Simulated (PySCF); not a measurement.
SMILES N[CH]CN, doublet (PBE0/def2-SVP optimised geometry):

```
11

N     -1.212    -1.134    -0.170
C     -0.806    -0.563     1.026
C      0.660    -0.343     1.177
N      1.184     0.340     0.000
H     -0.626    -0.825    -0.943
H     -2.201    -1.065    -0.381
H     -1.414    -0.778     1.910
H      0.849     0.176     2.139
H      1.200    -1.314     1.246
H      0.883     1.314     0.000
H      2.201     0.340     0.000
```

Method: unrestricted PBE0/def2-TZVP run with PySCF.

Task: What are the frontier orbital energies (α orbitals alone; a β orbital can be the lowest empty one) and the dipole moment?

Result: HOMO-2 -9.20 eV, HOMO-1 -7.03 eV, HOMO -4.12 eV, LUMO 1.13 eV, LUMO+1 1.94 eV; dipole moment 1.01 D.

On the same geometry unrestricted PBE/def2-TZVP (PySCF) gives HOMO-2 -7.57 eV, HOMO-1 -5.52 eV, HOMO -2.81 eV, LUMO 0.30 eV, LUMO+1 1.08 eV; dipole moment 0.90 D.

Meta-Löwdin charges at PBE0/def2-TZVP: N1 -0.43, C2 -0.15, C3 -0.11, N4 -0.52, H5 0.24, H6 0.24, H7 0.11, H8 0.09, H9 0.10, H10 0.22, H11 0.22.
